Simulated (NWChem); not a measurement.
System: SiH2SF2; SMILES F[SiH](F)S

NWChem input:

```
start job
memory heap 200 mb stack 900 mb global 1100 mb
geometry units angstroms noautoz
  Si     0.018476     0.479434     0.304139
  F     -1.340057     1.140546    -0.220458
  F      1.244541     1.278737    -0.347762
  S     -0.032686    -1.545432    -0.353259
  H      0.122632     0.627360     1.767332
  H      1.152878    -1.878362     0.203978
end
basis spherical
  Si library def2-svp
  F library def2-svp
  S library def2-svp
  H library def2-svp
end
dft
  xc m06
  iterations 150
  mulliken
end
task dft energy
```

Coordinates come from a B3LYP/6-31G* (spherical d) optimisation.

### Question
Predict the main results of this run. (M06/def2-SVP.) Quantities: energy (Ha); highest occupied level (eV); orbital gap (eV); dipole (D).

### Answer
The energy (Ha) comes out as -888.26. The highest occupied level (eV) is -8.00, the orbital gap (eV) comes out as 8.21 and the dipole (D) is 2.11.
